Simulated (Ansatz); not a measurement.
Be₂I₅⁻, 7 atoms. Hardware: 4 threads of Arm Neoverse V2 on a shared host.

In the def2 sets I takes a core potential; there is no spin–orbit coupling. Correlated methods freeze 20 core orbitals; core or outer-core shells of I are correlated, in sets that lack core-valence functions.

Question: How many basis functions does each of these Ansatz runs have, and roughly what does it cost? PBE-QIDH/def2-TZVPD, charge -1 singlet, energy, from earlier orbitals; r2SCAN-D4/def2-TZVPD, charge -1 singlet, energy, from earlier orbitals; B3LYP-D4/def2-TZVPD, charge -1 singlet, energy, from earlier orbitals; PBE0-D4/def2-TZVPD, charge -1 singlet, energy, from earlier orbitals; RPA@PBE/def2-TZVPD, charge -1 singlet, energy, from earlier orbitals; r2SCAN-D4/def2-SVPD, charge -1 singlet, relaxation, 12 steps; PBE-D4/def2-TZVPD, charge -1 singlet, energy and forces, from earlier orbitals; MP2/def2-TZVPD, charge -1 singlet, energy, from earlier orbitals.

Answer: Other jobs shared the machine, so times can vary by a factor of up to 3. A dash marks memory too small to be measured apart from the calling script's.

| run | functions | fitting or Cholesky vectors | wall time | peak host memory (GiB) |
| --- | --- | --- | --- | --- |
| PBE-D4/def2-TZVPD, charge -1 singlet, energy and forces, from earlier orbitals | 339 | 2384 | 8 s | 0.78 |
| r2SCAN-D4/def2-TZVPD, charge -1 singlet, energy, from earlier orbitals | 339 | 2384 | 13 s | 0.83 |
| B3LYP-D4/def2-TZVPD, charge -1 singlet, energy, from earlier orbitals | 339 | 2529 | 15 s | 1.8 |
| PBE0-D4/def2-TZVPD, charge -1 singlet, energy, from earlier orbitals | 339 | 2609 | 17 s | 1.8 |
| MP2/def2-TZVPD, charge -1 singlet, energy, from earlier orbitals | 339 | 3009 | 19 s | 1.9 |
| RPA@PBE/def2-TZVPD, charge -1 singlet, energy, from earlier orbitals | 339 | 3009 | 28 s | 1.9 |
| PBE-QIDH/def2-TZVPD, charge -1 singlet, energy, from earlier orbitals | 339 | 3009 | 29 s | 2 |
| r2SCAN-D4/def2-SVPD, charge -1 singlet, relaxation, 12 steps | 199 | 2209 | 65 s | – |
